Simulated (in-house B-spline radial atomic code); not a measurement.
# BP86 excitations of the tin ion Sn²⁺

Method: BP86. Computed with an all-electron radial atomic-structure program (B-spline basis): linear response of the closed shell [Kr] 4d10 5s2 with the functional's adiabatic kernel; scalar-relativistic (spin-free one-electron X2C), finite nucleus, no spin-orbit coupling, no double excitations, S, P, D and F terms only; shells from n = 3 respond. Only terms of natural parity with L up to 3 were computed.

Command:
```bash
python run_td.py task.json out
```
Settings (radii: box in bohr, nucleus in fm):
```
Z                        50
electrons                48
configuration            [Kr] 4d10 5s2
hamiltonian              x2c
method                   b88,p86
box_radius               29.48
rms_radius               4.6519
intervals                73
```

Run time, properties included: 3.1 s on 1 thread of Arm Neoverse N1, with other jobs on the host.

The lowest states, in the order of their Tamm-Dancoff energies; the method's threshold (minus the highest occupied level) is 26.296 eV. Labels give the largest channel, * marks a mixed state, and oscillator strengths are full-response dipole values. Semilocal kernels can invert the small singlet-triplet splittings of Rydberg terms. Energies in eV:

```
     state  full response  Tamm-Dancoff  oscillator strength
5s → 5p 3P          7.159         7.268                    -
5s → 5p 1P          9.970        10.411                 1.57
5s → 5d 3D         17.144        17.170                    -
5s → 6s 3S         17.231        17.236                    -
5s → 5d 1D         17.517        17.535                    -
5s → 6s 1S         17.561        17.584                    -
5s → 6p 3P         19.398        19.404                    -
5s → 6p 1P         19.544        19.585              0.00537
5s → 4f 3F              ?             ?                    -
5s → 4f 1F         21.635        21.644                    -
5s → 7s 3S         21.829        21.830                    -
5s → 7s 1S         21.911        21.918                    -
5s → 6d 3D              ?             ?                    -
5s → 6d 1D         22.116        22.119                    -
```

Question: Where does 5s → 6d 3D lie?

Answer: At 22.020 eV in full response, 22.025 eV in Tamm-Dancoff.

Question: Where does 5s → 4f 3F lie?

Answer: At 21.615 eV in full response, 21.629 eV in Tamm-Dancoff.

Question: How large is the singlet-triplet splitting of 5s → 5p (P terms) in Tamm-Dancoff?

Answer: 3.14 eV, from the unrounded values.

Question: What polarisabilities and dispersion coefficient does the method give?

Answer: Dipole 14.86 bohr³, quadrupole 54.92 bohr⁵, C6 83.95 hartree·bohr⁶ for two such species.
